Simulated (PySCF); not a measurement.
# Computed properties of (Z)-1,2-dibromo-1,2-difluoroethene (C2Br2F2), SMILES F/C(Br)=C(\F)Br

C2Br2F2, SMILES Br/C(F)=C(\Br)F. Geometry optimised at B3LYP-D3(BJ)/def2-SVP. The values are those of a single conformer. All values are computed for the isolated molecule unless a solvent is named; none is compared with measurement here.

**Structure.** The optimised structure has C2v symmetry. All 12 harmonic modes at B3LYP-D3(BJ)/def2-SVP (PySCF) are real, so it is a minimum. With heavy atoms numbered as in [F:1]/[C:2]([Br:3])=[C:4](\[F:5])[Br:6], the shortest bond between them is C4–F5 at 1.327 Å and the longest C2–Br3 at 1.873 Å.

**Vibrations.** The strongest infrared lines (harmonic, unscaled, degenerate partners summed) lie at 1162 cm⁻¹ (318 km/mol, C 66 %, F 34 %), 904 cm⁻¹ (141 km/mol, C 79 %, F 18 %), 1224 cm⁻¹ (32 km/mol, C 72 %, F 28 %). The softest mode is at 114 cm⁻¹ and the zero-point energy is 10.8 kcal/mol.

**Electronic structure.** HF/def2-TZVP (PySCF) places the frontier levels at -10.06 and 3.18 eV, a gap of 13.24 eV, and gives a dipole moment of 1.36 D and a mean polarisability of 60.0 bohr³. PBE/def2-TZVP (PySCF) at the same geometry gives -6.07 and -1.82 eV, so its gap is 8.99 eV narrower. An orbital gap is neither the optical nor the fundamental gap.

**Excitations.** TDA-B3LYP/def2-SVPD (PySCF) has S1 at 4.65 eV (267 nm, f = 0.000, dark); the most intense of the 10 singlets computed lies at 6.58 eV (f = 0.43). T1 (TDA) is at 3.93 eV, 0.72 eV under S1. TDA-PBE/def2-SVPD (PySCF) puts S1 at 4.33 eV. No vertical singlet excitation falls in the visible range (under 3.1 eV).

**NMR.** GIAO shifts at PBE0/pcSseg-1 (PySCF) (non-relativistic, atoms alike by connectivity averaged): ¹³C at 157.2 ppm against TMS; ¹⁹F at -100.0 ppm against CFCl3. Without spin–orbit terms, shifts of atoms bonded to Cl or Br come out too high.

**Solvation.** SMD-PBE0/def2-SVP (PySCF) gives 1.3 kcal/mol in water, -1.5 kcal/mol in dimethylsulfoxide, -2.4 kcal/mol in tetrahydrofuran (1 M in both phases, gas-phase geometry); of these solvents tetrahydrofuran holds the molecule best.
